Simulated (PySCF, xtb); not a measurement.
Cl2FSi, multiplicity 2. Atoms are numbered in the order given.

```xyz
4

Si     0.4663     0.3860     0.0000
F     -0.3037     1.8072     0.0000
Cl    -0.1116    -0.6373    -1.6852
Cl    -0.1116    -0.6373     1.6852
```
Charge 0, spin multiplicity 2.

Geometry: PBE0-D3(BJ)/def2-SVP.

The numbers are results of IEF-PCM-PBE0/def2-SVP (PySCF), not measurements.

The values are the electrostatic part of the solvation free energy, E(continuum) − E(gas) at the gas-phase geometry, in a cavity of scaled van der Waals radii (PySCF's table); cavitation and dispersion terms are not included. The dipole moment in vacuum is 1.04 D.

Computed values in water (ε = 78.36), diethylether (ε = 4.24), ethylethanoate (ε = 5.99):
```json
[
 {"solvent": "water", "ε": "78.36", "ΔG(elec) (kcal/mol)": "-1.3", "dipole (D)": "1.25"},
 {"solvent": "diethylether", "ε": "4.24", "ΔG(elec) (kcal/mol)": "-0.9", "dipole (D)": "1.18"},
 {"solvent": "ethylethanoate", "ε": "5.99", "ΔG(elec) (kcal/mol)": "-1.0", "dipole (D)": "1.20"}
]
```

For comparison, GFN2-xTB/ALPB(water) (xtb, at the GFN2-xTB geometry, all terms of that model) gives 1.1 kcal/mol.
